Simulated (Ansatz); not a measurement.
CH6BNS (`CNBS`), relaxed with RKS PBE0-D4/def2-TZVP in Ansatz from a PBE-D4/def2-SVP geometry. The force threshold is 0.005 eV/Å; the program also tests the step.

Charge 0, multiplicity 1.

Start:

```xyz
10

C    -1.330    0.700   -0.459
N    -0.417   -0.056    0.376
B     0.922   -0.358    0.084
S     1.917   -1.335    1.270
H    -2.206    0.093   -0.781
H    -1.722    1.602    0.060
H    -0.800    1.038   -1.370
H    -0.833   -0.386    1.251
H     1.413    0.033   -0.958
H     3.054   -1.331    0.527
```

```json
{"step": "1", "energy (eV)": "-14132.0948", "largest force (eV/Å)": "0.566", "largest move (Å)": "0.000"}
{"step": "2", "energy (eV)": "-14132.1300", "largest force (eV/Å)": "0.180", "largest move (Å)": "0.022"}
{"step": "3", "energy (eV)": "-14132.1336", "largest force (eV/Å)": "0.017", "largest move (Å)": "0.009"}
{"step": "4", "energy (eV)": "-14132.1336", "largest force (eV/Å)": "0.017", "largest move (Å)": "0.009"}
{"step": "5", "energy (eV)": "-14132.1336", "largest force (eV/Å)": "0.006", "largest move (Å)": "0.004"}
{"step": "6", "energy (eV)": "-14132.1336", "largest force (eV/Å)": "0.002", "largest move (Å)": "0.002"}
```

End:

```xyz
10

C    -1.321    0.697   -0.459
N    -0.418   -0.062    0.373
B     0.908   -0.351    0.081
S     1.904   -1.326    1.251
H    -2.188    0.101   -0.762
H    -1.685    1.593    0.053
H    -0.795    1.012   -1.360
H    -0.830   -0.392    1.233
H     1.392    0.041   -0.939
H     3.032   -1.313    0.529
```

It took 16 s on 4 threads of a server CPU on a shared host, with 0.35 GiB of host memory at the peak.
